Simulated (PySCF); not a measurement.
**Dipole polarisabilities along the 5p block**

Calculated with PySCF 2.14 for the ground configurations, without spin-orbit coupling: coupled response for Hartree-Fock and DFT. Mean α in bohr³, C₆ of like pairs in atomic units.

| species | α UHF | α PBE | α PBE0 | α recommended (Schwerdtfeger and Nagle) | C₆ UHF | C₆ PBE | C₆ PBE0 |
| --- | --- | --- | --- | --- | --- | --- | --- |
| In [Kr] 4d10 5s2 5p1 (aug-cc-pVQZ-PP with one added diffuse shell each of s, p, d, f, g type with ECP28MDF, ECP) | 74.51 | 80.65 | 75.17 | 65 ± 4 | 800.2 | 820.6 | 772.8 |
| Sn [Kr] 4d10 5s2 5p2 (aug-cc-pVQZ-PP with one added diffuse shell each of s, p, d, f, g type with ECP28MDF, ECP) | 57.17 | 62.23 | 58.77 | 53 ± 6 | 631.3 | 676.3 | 638.2 |
| Sb [Kr] 4d10 5s2 5p3 (aug-cc-pVQZ-PP with one added diffuse shell each of s, p, d, f, g type with ECP28MDF, ECP) | 44.30 | 48.12 | 45.82 | 43 ± 2 | 486.2 | 527.4 | 500.0 |
| Te [Kr] 4d10 5s2 5p4 (aug-cc-pVQZ-PP with one added diffuse shell each of s, p, d, f, g type with ECP28MDF, ECP) | 38.19 | 41.56 | 39.67 | 38 ± 4 | 415.3 | 455.3 | 432.1 |
| I [Kr] 4d10 5s2 5p5 (aug-cc-pVQZ-PP with one added diffuse shell each of s, p, d, f, g type with ECP28MDF, ECP) | 31.97 | 34.76 | 33.30 | 32.9 ± 1.3 | 342.8 | 377.0 | 358.8 |
| Xe [Xe] (aug-cc-pVQZ-PP with one added diffuse shell each of s, p, d, f, g type with ECP28MDF, ECP) | 26.75 | 29.00 | 27.87 | 27.32 ± 0.2 | 280.1 | 307.4 | 293.6 |

Hartree-Fock lacks correlation. PBE lies above the recommended values here, as self-interaction makes its density too diffuse. All values carry a basis error, and heavy open shells lack spin-orbit coupling.
